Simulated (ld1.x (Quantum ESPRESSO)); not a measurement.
## Configuration tests for Te (Z = 52) (TM)

- Element: Te
- Generator: ld1.x (Quantum ESPRESSO) 7.5
- Type: norm-conserving Troullier–Martins (Kleinman–Bylander form)
- Functional: PBE
- Relativity: fully relativistic
- Frozen core: [Kr] 4d10
- Valence charge: 6
- Reference configuration: 5s2 5p3 (charge +1)
- Partial waves: 5s (bound): rc 1.85 bohr; 5d channel at 0.35 Ry: rc 2.30 bohr; 5p (bound): rc 2.20 bohr
- Local potential: the p channel
- Core correction: a·sin(br)/r model core inside 1.60 bohr

Open shells are filled in proportion to 2j + 1 (rel_dist='average').

Energies are relative to the spin-unpolarised reference configuration 5s2 5p3; without spin polarisation the order of configurations can differ from experiment. The p channel is local and has no spin–orbit splitting in the pseudo-atom.

(1) Give the all-electron excitation energy and the error of the potential for: 5s2 5p4; 5s2 5p2; 5s2 5p1; 5s1 5p5; 5s2 5p0; 5s1 5p4; 5s0 5p6.

The potential misses its own reference levels by up to 0.6 eV.

Answers

(1)

```csv
valence configuration,charge,ΔE all-electron (eV),error AE − PS (meV)
5s2 5p4,0,-9.749,-17
5s2 5p2,+2,17.949,+11
5s2 5p1,+3,44.876,-3.1
5s1 5p5,0,-0.529,-39
5s2 5p0,+4,81.395,-81
5s1 5p4,+1,9.806,-26
5s0 5p6,0,8.880,-83
```
